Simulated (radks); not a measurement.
All-electron atom: Sn2+ in [Kr] 4d10 5s2.

All-electron calculation, Dirac Kohn-Sham, BLYP, spin-unpolarised, spherical densities, point nucleus. Program: a radial shooting solver on a logarithmic mesh with Libxc functionals.

Energy parts (hartree):
total: -6178.86678
kinetic: 6506.74003
electron-nucleus: -14967.83833
Hartree: 2447.64461
exchange-correlation: -165.41309

Orbitals (lengths in bohr, moments of r in powers of bohr):
| orbital | occ. | eigenvalue (hartree) | <1/r> |
|---|---|---|---|
| 1s1/2 | 2 | -1066.365 | 53.09 |
| 2s1/2 | 2 | -161.4788 | 12.31 |
| 2p1/2 | 2 | -150.8889 | 12.29 |
| 2p3/2 | 4 | -142.4087 | 11.45 |
| 3s1/2 | 2 | -31.66821 | 4.350 |
| 3p1/2 | 2 | -27.36656 | 4.259 |
| 3p3/2 | 4 | -25.81842 | 4.052 |
| 3d3/2 | 4 | -18.21209 | 3.899 |
| 3d5/2 | 6 | -17.89247 | 3.845 |
| 4s1/2 | 2 | -5.55107 | 1.708 |
| 4p1/2 | 2 | -4.12040 | 1.591 |
| 4p3/2 | 4 | -3.84093 | 1.524 |
| 4d3/2 | 4 | -1.60310 | 1.233 |
| 4d5/2 | 6 | -1.56446 | 1.215 |
| 5s1/2 | 2 | -0.96083 | 0.5815 |

The highest occupied level is 5s1/2 at -26.145 eV. For comparison, the ionisation energy in NIST's Atomic Spectra Database is 30.506 eV (measured). In exact Kohn-Sham theory the highest level is minus the ionisation energy, but local and semilocal functionals leave it too shallow, through self-interaction and a potential that decays too fast; potentials with the right tail come closer. Summed over all electrons, <r^2> = 34.53 bohr^2, which gives a Langevin (diamagnetic) susceptibility term of -27.3 x 10^-6 cm^3/mol.
